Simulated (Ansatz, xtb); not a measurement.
## Two structures of BrClHSi2

Structure a is a doublet given by its coordinates and structure b is a doublet given by its coordinates. Both are isolated molecules in the gas phase, relaxed with B3LYP/6-31G*.

a (Å):

```csv
atom,x (Å),y (Å),z (Å)
Br,-0.3904,1.6289,3.7141
Cl,1.2839,-2.7243,1.0683
Si,0.7060,-0.8826,1.8372
Si,-0.1371,-0.6620,4.0043
H,0.9433,0.1334,0.7718
```

Close contacts (Å): Br1–Si4 2.32, Cl2–Si3 2.08, Si3–Si4 2.34, Si3–H5 1.49.

b (Å):

```xyz
5

Br   -2.2739    0.8707    1.0678
Cl    0.9296    1.5068   -1.3963
Si    0.5628   -0.3663   -0.5916
Si   -1.1363   -1.1117    0.8362
H     1.6411   -1.2682   -1.0947
```

Close contacts (Å): Br1–Si4 2.30, Cl2–Si3 2.07, Si3–Si4 2.34, Si3–H5 1.49.

**Question.** Estimate which is lower in electronic energy at CCSD(T)/def2-SVP + ΔMP2/def2-TZVPP, and by roughly how much.

**Answer.** Too close to call at this level: CCSD(T)/def2-SVP + ΔMP2/def2-TZVPP gives E(b) − E(a) = +0.034 eV.

Level by level:

```tsv
level	geometry	E(b) − E(a) (eV)	departure from the last row (eV)	job, with rough time for the two
B3LYP/6-31G*	B3LYP/6-31G*	+0.038	+0.004	optimisation, 61 s
HF/def2-SVP	B3LYP/6-31G*	+0.039	+0.004	part of the CCSD(T) run
MP2/def2-SVP	B3LYP/6-31G*	+0.036	+0.001	part of the CCSD(T) run
CCSD(T)/def2-SVP	B3LYP/6-31G*	+0.032	−0.002	single point
CCSD(T)/def2-SVP + ΔMP2/def2-TZVPP	B3LYP/6-31G*	+0.034		single point, 43 s
```

The largest departure from CCSD(T)/def2-SVP + ΔMP2/def2-TZVPP is that of HF/def2-SVP, 0.004 eV. Levels run at GFN2-xTB geometries aren't shown. The last row adds to CCSD(T) the change of the MP2 difference between the two basis sets, here +0.002 eV.

With harmonic frequencies from B3LYP/6-31G* (ideal gas, rigid rotor, one conformer each, 298.15 K, 1 atm): on the last row, ΔE + ΔZPE = +0.037 eV. A mode under 50 cm⁻¹ makes harmonic enthalpies and free energies unreliable, so none is given.

Open shells are spin-unrestricted. The correlated steps freeze 24 core orbitals; the filled d shell of Br is correlated, in a basis made for valence electrons. Run with Ansatz 0.2.0; the last row on 2 threads of Intel(R) Xeon(R) 6975P-C (Granite Rapids) on a shared host.
